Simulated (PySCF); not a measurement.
**TDDFT excited states: C3H10P2Si**

C3H10P2Si.
Z-matrix (Å and degrees, PBE0-D3(BJ)/def2-SVP geometry), rows numbered from 1:
```
P 
Si  1  2.2667
P   2  2.2666  1  105.72
C   2  1.8647  1  108.54  3  -123.39
C   4  1.5115  2  120.03  1   -87.78
C   5  1.4924  4   60.33  2  -109.43
H   1  1.4292  2   93.75  3  -164.24
H   1  1.4286  2   94.11  3   -70.02
H   2  1.4992  1  112.94  3   116.92
H   3  1.4302  2   93.33  1  -165.89
H   3  1.4296  2   92.93  1   -72.02
H   4  1.0963  2  114.89  1    57.13
H   5  1.0948  4  118.31  6   108.03
H   5  1.0934  4  117.54  6  -108.75
H   6  1.0934  4  117.60  5   108.68
H   6  1.0949  4  118.35  5  -108.05
```

Level of theory: PySCF 2.14.0, density-fitted response routines, TDDFT PBE0/def2-SVPD, vertical, gas phase, core orbitals frozen in the response.

```json
{"state": "S1", "E (eV)": "6.14", "E (kJ/mol)": "592", "λ (nm)": "202.1", "f": "0.0028", "|μ| (D)": "0.35", "main configurations (H = HOMO, L = LUMO)": "H→L+1 (43%), H→L (42%)"}
{"state": "S2", "E (eV)": "6.25", "E (kJ/mol)": "603", "λ (nm)": "198.5", "f": "0.013", "|μ| (D)": "0.73", "main configurations (H = HOMO, L = LUMO)": "H-1→L (47%), H-1→L+1 (35%), H→L (11%)"}
{"state": "S3", "E (eV)": "6.34", "E (kJ/mol)": "612", "λ (nm)": "195.5", "f": "0.014", "|μ| (D)": "0.76", "main configurations (H = HOMO, L = LUMO)": "H→L+1 (46%), H→L (42%)"}
{"state": "S4", "E (eV)": "6.46", "E (kJ/mol)": "624", "λ (nm)": "191.8", "f": "0.017", "|μ| (D)": "0.83", "main configurations (H = HOMO, L = LUMO)": "H-1→L (40%), H-1→L+1 (36%), H-1→L+2 (18%)"}
{"state": "S5", "E (eV)": "6.73", "E (kJ/mol)": "649", "λ (nm)": "184.3", "f": "0.090", "|μ| (D)": "1.88", "main configurations (H = HOMO, L = LUMO)": "H→L+3 (57%), H→L+2 (30%)"}
{"state": "S6", "E (eV)": "6.83", "E (kJ/mol)": "659", "λ (nm)": "181.4", "f": "0.047", "|μ| (D)": "1.35", "main configurations (H = HOMO, L = LUMO)": "H-1→L+2 (34%), H→L+2 (23%), H→L+3 (22%)"}
{"state": "S7", "E (eV)": "6.88", "E (kJ/mol)": "663", "λ (nm)": "180.3", "f": "0.142", "|μ| (D)": "2.33", "main configurations (H = HOMO, L = LUMO)": "H→L+2 (29%), H-1→L+2 (26%), H→L+3 (14%)"}
{"state": "S8", "E (eV)": "6.94", "E (kJ/mol)": "670", "λ (nm)": "178.6", "f": "0.031", "|μ| (D)": "1.08", "main configurations (H = HOMO, L = LUMO)": "H-1→L+3 (82%)"}
{"state": "S9", "E (eV)": "7.11", "E (kJ/mol)": "686", "λ (nm)": "174.5", "f": "0.025", "|μ| (D)": "0.96", "main configurations (H = HOMO, L = LUMO)": "H-1→L+4 (71%)"}
{"state": "S10", "E (eV)": "7.16", "E (kJ/mol)": "691", "λ (nm)": "173.1", "f": "0.137", "|μ| (D)": "2.24", "main configurations (H = HOMO, L = LUMO)": "H→L+4 (75%)"}
```

Triplets (Tamm–Dancoff): T1 5.48 eV, H-1→L+1 (55%), H-1→L (18%); T2 5.50 eV, H→L+1 (29%), H-1→L (20%), H→L (17%); T3 5.56 eV, H-1→L (26%), H-1→L+1 (15%), H→L+1 (14%); T4 5.58 eV, H→L+4 (28%), H→L (26%), H→L+1 (22%).

The lowest singlet lies at 6.14 eV (202 nm, ultraviolet) and is very weak; its leading configuration is HOMO→LUMO+1 (43%). The most intense listed level is S7 at 6.88 eV (180 nm, f = 0.142), 0.74 eV above S1. Löwdin shares by element: HOMO phosphorus 57% or more, carbon 14% or more, silicon 12% (atoms not listed hold the other 17%); LUMO phosphorus 43%, silicon 15%, hydrogen 12% or more (atoms not listed hold the other 30%). Orbital energies (eV): HOMO-3 -8.84, HOMO-2 -8.27, HOMO-1 -7.40, HOMO -7.32, LUMO 0.07, LUMO+1 0.16, LUMO+2 0.50. Of the 10 states listed, 9 reach f = 0.01 and none stays under 0.0005. Weighted by f, the mean energy of these states is 6.89 eV. The vertical ionisation energy (ΔSCF) is 9.10 eV, 1.93 eV above S10. Only the lowest 10 singlets were computed, as vertical energies without vibronic structure.

One conformer stands for the species.
